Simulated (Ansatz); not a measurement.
C4H11BGe: where a starting geometry ends

The starting geometry of this gas-phase singlet was optimised with GFN2-xTB; its bonds are those of `BCC(=C)[CH2][GeH3]`.

```xyz
17

C     1.8279    0.2112    0.9256
C     0.5727    0.7703    1.5566
C     0.6072    1.4669    2.6871
C    -0.7024    0.4969    0.8300
B     1.8991   -1.1203    1.7536
Ge   -0.9387    1.7440   -0.6908
H     1.2315   -2.0339    1.4542
H     2.5581   -1.1793    2.7168
H     1.6646    0.0910   -0.1459
H     2.6606    0.8942    1.0824
H     1.5305    1.6706    3.2012
H    -0.2889    1.8681    3.1320
H    -0.7074   -0.5235    0.4449
H    -1.5576    0.6071    1.4990
H    -1.0154    3.1592   -0.2170
H    -2.2022    1.4404   -1.4374
H     0.1855    1.6662   -1.6743
```

Problem. Predict what it relaxes into with PBE-D3(BJ)/def2-SVP.

Solution. New bonds form, giving a structure given below by its coordinates. Distances that change by over a tenth: C1–B5 (1.57 → 1.76 Å). Contacts that close: C2–B5 (2.32 → 1.74 Å), C3–B5 (3.04 → 1.77 Å).

The energy falls by 0.55 eV over 20 steps:

```tsv
step	E − E(last) (eV)
1	0.552
3	0.265
5	0.211
7	0.136
9	0.038
12	0.005
14	0.001
16	0.000
18	0.000
20	0.000
```

Final geometry (Å):

```xyz
17

C     1.9760    0.0980    0.7288
C     0.7567    0.6694    1.2115
C     0.7939    1.0915    2.5772
C    -0.5488    0.3762    0.5345
B     1.4226   -0.5318    2.2806
Ge   -1.0647    1.9108   -0.6230
H     0.6614   -1.4786    2.3026
H     2.4371   -0.5618    2.9479
H     1.9321   -0.4986   -0.1951
H     2.9348    0.5987    0.9248
H     1.6417    1.6844    2.9488
H    -0.1660    1.2639    3.0874
H    -0.4819   -0.5221   -0.1105
H    -1.3640    0.2214    1.2686
H    -1.2068    3.1896    0.2412
H    -2.4206    1.5843   -1.3012
H     0.0214    2.1338   -1.7061
```

No frequencies were run, so the end isn't proven a minimum. Run with Ansatz 0.2.0, 21 s on 4 threads of Intel(R) Xeon(R) 6975P-C (Granite Rapids), on a shared host.
